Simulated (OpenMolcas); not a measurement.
# Nb4+: moving or changing the point charges

Nb4+ among 6 point charges of -1.7 e arranged as a tetragonal octahedron (D4h), 2.26 Å from the ion, with the axial distance 2.667 Å.
```
   2.2600    0.0000    0.0000  -1.70
   0.0000    2.2600    0.0000  -1.70
  -2.2600    0.0000    0.0000  -1.70
   0.0000   -2.2600    0.0000  -1.70
   0.0000    0.0000    2.6668  -1.70
   0.0000    0.0000   -2.6668  -1.70
```

| Item | Value |
| --- | --- |
| Program | OpenMolcas |
| Method | SS-CASPT2, IPEA 0.25 Eh, imaginary shift 0.1 Eh (closed shells correlated: 4s 4p) |
| Basis | ANO-RCC-VDZP [6s5p3d1f] |
| Scalar Hamiltonian | DKH2, point nucleus |
| Active space | 1 electron in 5 orbitals (4d) |
| State averaging | 2S+1 = 2 even, 5 roots |
| Spin-orbit coupling | RASSI with atomic mean-field integrals over the reference wave functions |

Runs around this geometry, states (labels of D4, the rotations of D4h). Energies in cm-1 above the lowest state or level, χT in cm3 K/mol.

| R (Å) | q (e) | Axial / equatorial distance | Ground state | First state of that spin | First gap with spin-orbit (degeneracies) | χT at 300 K |
| --- | --- | --- | --- | --- | --- | --- |
| 2.26 | -1.7 | 1.09 | 2E | 2B2 1980 | 660 (2, 2) | 0.144 |
| 2.26 | -1.36 | 1.18 | 2E | 2A1 2520 | 810 (2, 2) | 0.158 |
| 2.16 | -1.7 | 1.18 | 2E | 2B2 3870 | 780 (2, 2) | 0.142 |
| 2.26 | -1.7 | 1.18 | 2E | 2A1 3070 | 810 (2, 2) | 0.149 |
| 2.38 | -1.7 | 1.18 | 2E | 2A1 2270 | 850 (2, 2) | 0.161 |

Scaling the charges by -1.36 / -1.7 = 0.80 scales the first state of the same spin by 2520 / 3070 = 0.82; with fixed orbitals a first-order splitting would follow the charge.

An orbital doublet at a regular site is open to a Jahn-Teller distortion, which this geometry leaves out. Free-ion shares, where given, are those of the reference states; single-state CASPT2 does not remix them. This is an electrostatic model: the charges have no orbitals. No measured value stands beside these numbers.
